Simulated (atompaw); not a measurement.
**selenium: one change to a PAW (atompaw) potential, before and after**

```json
{"Element": "selenium (Se)", "Generator": "atompaw 4.2.0.5", "Type": "PAW", "Functional": "PBE", "Relativity": "scalar-relativistic", "Frozen core": "[Ar] 3d10", "Valence charge": "6", "Reference configuration": "4s1.75 4p4.25", "Partial waves": "4s (bound): rc 1.55 bohr; 4s channel at -0.55 Ry: rc 1.55 bohr; 4p (bound): rc 1.55 bohr; 4p channel at -0.05 Ry: rc 1.55 bohr; 4d channel at 0.2 Ry: rc 1.55 bohr", "Local potential": "troulliermartins scheme with l = 3 at -0.5 Ry, radius 1.45 bohr", "Core correction": "smooth core density matched at 1.35 bohr", "Augmentation charge": "gaussian compensation charge, radius 1.40 bohr; PAW radius 1.55 bohr; waves and projectors: custom rrkj vanderbiltortho"}
```

All-electron outer shells of the reference configuration (PBE, scalar-relativistic, ld1.x):

```
shell  level (eV)  outermost node (bohr)  outermost maximum (bohr)
   3p     -153.39                   0.21                      0.50
   3d      -53.53                      –                      0.45
   4s      -17.50                   0.70                      1.51
   4p       -6.67                   0.74                      1.80
```

Change: augmentation gaussian compensation charge, radius 1.40 bohr; PAW radius 1.55 bohr; waves and projectors: custom polynom gramschmidtortho.

Cutoffs: the cutoffs (Ry, on a coarse ladder) from which the occupation-weighted sum of valence levels, in a spherical-Bessel basis at the reference potential, stays within 10 and 1 mRy of its value at 400 Ry; they do not see the model core or the augmentation charge, which bear on the density cutoff.

Q: What does the change do?

A: The potential gets harder (15 Ry and 30 Ry → 21 Ry and 45 Ry); a bound ghost appears in p, s, which as a rule spoils a file; the range in which the s phases agree widens (upper end 2.3 → at the end of the scan).

| quantity | base | changed |
| --- | --- | --- |
| cutoff, loose | 15 Ry | 21 Ry |
| cutoff, tight | 30 Ry | 45 Ry |
| loose cutoff by channel (10 mRy a level) | s 12 Ry, p 8 Ry | s 21 Ry, p 6 Ry |
| bound ghosts | none | s, p |
| s: phases at 1.55 bohr within 0.05 rad from the reference energy up to (Ry; the scan ends near 5) | 2.3 | to the end of the scan |
| p: phases at 1.55 bohr within 0.05 rad from the reference energy up to (Ry; the scan ends near 5) | 5.0 | to the end of the scan |
| d: phases at 1.55 bohr within 0.05 rad from the reference energy up to (Ry; the scan ends near 5) | 1.3 | 1.2 |
| lowest overlap eigenvalue by channel | s 0.38, p 0.60, d 1.00 | s 0.17, p 0.55, d 1.00 |

 A true bound ghost makes a file unfit for plane-wave use even where its test errors are small: the radial tests pick states by their node count and pass the ghost by. The cutoffs see the waves, projectors and local potential, not the compensation charge or the core.
